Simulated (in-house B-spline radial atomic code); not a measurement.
Results of a calculation; reference values are marked as such.
## Cr in electron gases of falling density

A nucleus sits in a uniform electron gas with a rigid positive background. The Kohn-Sham equations are solved self-consistently in the spin-unpolarised LDA (PW92), non-relativistic, on B-splines with outgoing waves at the boundary and partial waves to l = 8. The model has no lattice, no bands and no magnetic solution. Atomic units; δ_l are the phase shifts at the Fermi level, counted so that each bound state adds π, and good to about 0.0005. A narrow, partly filled d or f resonance in a thin gas would split by spin, so such rows rest on a solution that is probably unstable.

```csv
r_s (bohr),k_F,δ0/π,δ1/π,δ2/π,shallowest bound level (hartree),σ_tr (bohr²),Q (a.u.)
1.5,1.2794,2.654,1.886,0.676,p -0.821,27.80,2.516
1.65,1.1631,2.704,1.919,0.667,p -0.909,35.38,2.187
1.8,1.0662,2.748,1.945,0.658,p -0.986,44.00,1.920
2,0.9596,2.801,1.972,0.646,p -1.07,56.89,1.629
2.07,0.9271,2.819,1.979,0.642,p -1.1,61.74,1.541
2.2,0.8723,2.849,1.992,0.634,p -1.14,71.22,1.393
2.4,0.7996,2.894,2.007,0.622,p -1.2,86.91,1.200
2.67,0.7188,2.950,2.021,0.608,p -1.26,110.32,0.995
3,0.6397,3.013,2.031,0.591,p -1.32,142.82,0.808
3.3,0.5816,3.066,2.035,0.578,p -1.36,176.80,0.683
3.6,0.5331,3.116,2.036,0.567,p -1.39,215.83,0.589
4,0.4798,3.177,2.034,0.554,p -1.41,276.81,0.495
```

Q = n k_F σ_tr, with n = 3/(4π r_s³).

Q: How does the screening charge move between partial waves as the gas thins?

A: By (2/π)(2l + 1) δ_l, at r_s = 1.5 it is s 5.31, p 11.32, d 6.76, f and beyond 0.60, and at r_s = 4 s 6.35, p 12.20, d 5.54, f and beyond -0.11. The free atom is [Ar] 3d5 4s1.

Q: What end-to-end powers of r_s do the first and last rows give for σ_tr and Q?

A: σ_tr goes as r_s^+2.34 and Q as r_s^-1.66. Since n k_F/k_F² goes as r_s⁻², Q = 4π n Σ/k_F would fall as r_s⁻² at fixed phase shifts; the sum Σ (l + 1) sin²(δ_l − δ_(l+1)) is 3.621 in the first row and 5.071 in the last, and ranges from 3.62 to 5.07 between them, so these powers are no law.
